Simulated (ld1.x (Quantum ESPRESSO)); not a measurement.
## calcium (Ca), PAW: configuration errors across variants

ld1.x (Quantum ESPRESSO) 7.5 input, shortened:

```
&input
   title='Ca', zed=20., rel=2, dft='PZ', iswitch=3,
   config='[Ar] 3d0 4s2 4p0', rel_dist='average'
 /
 &inputp
   pseudotype=3, lpaw=.true., tm=.true., lloc=-1, rcloc=1.30,
   nlcc=.true., new_core_ps=.true., rcore=1.45,
   which_augfun='GAUSS', rmatch_augfun=1.60
 /
6
3S  1  0   2.00   0.00  1.90  2.35  0.0
4S  2  0   2.00   0.00  1.90  2.35  0.0
3P  2  1   6.00   0.00  1.75  2.00  0.0
4P  3  1   0.00   0.00  1.75  2.00  0.0
3D  3  2   0.00   0.00  1.45  1.60  0.0
3D  3  2   0.00   0.70  1.45  1.60  0.0
 &test
   configts(1)='3s2 3p6 3d0 4s2 4p0'
 /
```

Open shells are filled in proportion to 2j + 1 (rel_dist='average').

All-electron excitation energies from the reference (eV): (1) 3s2 3p6 3d0 4s1 4p0 6.463; (2) 3s2 3p6 3d0 4s0 4p0 18.413; (3) 3s2 3p6 3d0 4s1.5 4p0 2.567; (4) 3s2 3p6 3d1 4s0 4p0 7.799; (5) 3s2 3p6 3d1 4s1 4p0 2.242; (6) 3s2 3p6 3d0 4s0 4p2 5.117; (7) 3s2 3p6 3d0 4s1 4p1 2.491.

On the changes marked as counting shells twice: ld1.x takes every shell without a wave as core, so the model core holds the marked electrons as well and exchange and correlation see them twice. This cancels in the reference configuration, but the file is broken for other ones, and its errors say nothing about a proper core correction.

The file “type TM; waves now 3s (bound): rc 2.35 bohr; 3d (bound): rc 1.60 bohr; 3p (bound): rc 2.00 bohr; local potential the p channel (4s counted twice)” misses its own reference levels by 0.4 eV.

Errors AE − PS in meV (a dash: test not solved or not reliable):

| change | (1) | (2) | (3) | (4) | (5) | (6) | (7) | bound ghosts |
| --- | --- | --- | --- | --- | --- | --- | --- | --- |
| base | +0.4 | +0.4 | +0.1 | +13 | +7.1 | +2.4 | +0.4 | not determined |
| waves 3d (bound): rcut 1.02, rcutus 1.08 bohr; 3d channel at 0.7 Ry: rcut 1.02, rcutus 1.08 bohr | +0.4 | +0.4 | +0.1 | +12 | +6.6 | +2.4 | +0.4 | not determined |
| all radii but the core radius scaled by about 1.06 (s 2.50, p 2.12, d 1.70 bohr, rcut 2.02/1.86/1.54); local potential all-electron potential smoothed inside 1.38 bohr (lloc = -1); augmentation GAUSS, radius 1.70 bohr | +0.6 | +2.8 | +0.1 | +43 | +22 | +11 | +1.8 | not determined |
| waves 3s (bound): rcut 1.90, rcutus 3.38 bohr; 4s (bound): rcut 1.90, rcutus 3.38 bohr | – | – | – | – | – | – | – | not determined |
| type TM; waves now 3s (bound): rc 2.35 bohr; 3d (bound): rc 1.60 bohr; 3p (bound): rc 2.00 bohr; local potential the p channel (4s counted twice) | -660 | -2245 | -250 | -1112 | -286 | -989 | -428 | not determined |
| wave 3d channel at 0.7 Ry: rcut 1.45, rcutus 1.60 bohr becomes 3d channel at 2.82 Ry: rcut 1.45, rcutus 1.60 bohr | +0.4 | +0.4 | +0.1 | +13 | +7.2 | +2.4 | +0.4 | not determined |
| core correction Bessel-smoothed model core inside 0.64 bohr | +0.3 | +0.7 | +0.1 | +13 | +7.0 | +2.3 | +0.3 | not determined |

Question: Give the same row for: augmentation BESSEL, radius 1.45 bohr.

Answer: +0.4, +0.3, +0.1, +7.6, +4.7, +1.1, +0.1; bound ghosts: not determined.
